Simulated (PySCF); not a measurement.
C2H4F2Si2, SMILES F[SiH2][Si@@H](F)C#C.

The structure is a stationary point at PBE0-D3(BJ)/def2-SVP. The structure was generated by enumeration; whether it is a known compound was not checked. One conformer was computed; it need not be the lowest.

Computed with PySCF with SMD-B3LYP/6-31G*.

Solvation free energies are E(SMD) − E(gas) at the gas-phase geometry, for 1 M in both phases. In vacuum the dipole moment is 2.08 D.

**Question.** Estimate the solvation free energies in water, diethylether, n-hexane. (Estimate from the structure and the level; the computed values follow.)

**Answer.** 
```json
[
 {"solvent": "water", "ΔG(solv) (kcal/mol)": "1.1", "its non-electrostatic (CDS) part": "6.4", "dipole (D)": "2.59"},
 {"solvent": "diethylether", "ΔG(solv) (kcal/mol)": "-2.4", "its non-electrostatic (CDS) part": "1.1", "dipole (D)": "2.42"},
 {"solvent": "n-hexane", "ΔG(solv) (kcal/mol)": "-1.2", "its non-electrostatic (CDS) part": "0.7", "dipole (D)": "2.25"}
]
```
